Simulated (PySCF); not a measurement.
2-chlorobuta-1,3-diene (C4H5Cl), SMILES C=CC(=C)Cl. Coordinates come from a B3LYP-D3(BJ)/def2-SVP optimisation. One conformer was computed; it need not be the lowest.

All values below come from B3LYP-D3(BJ)/def2-SVP in PySCF 2.14.0.

Harmonic wavenumbers (cm⁻¹): 158, 252, 391, 425, 525, 638, 669, 760, 895, 899, 949, 1013, 1027, 1234, 1303, 1384, 1430, 1656, 1713, 3150, 3158, 3162, 3257, 3266. Rotational constants (GHz): 5.356, 3.691, 2.185; symmetry number 1.

Task: Work out the zero-point energy and the ideal-gas rigid-rotor harmonic-oscillator thermochemistry at 298.15 K and 1 atm.

Result: ZPE = ½ Σ hcν = ½ × 33313 cm⁻¹ = 199.26 kJ/mol. H − E(el) = 215.86 kJ/mol. Entropy in J/(mol K): translation 164.66, rotation 110.51, vibration 35.24, total 310.41. G − E(el) = 123.32 kJ/mol. Cp = 88.02 J/(mol K).
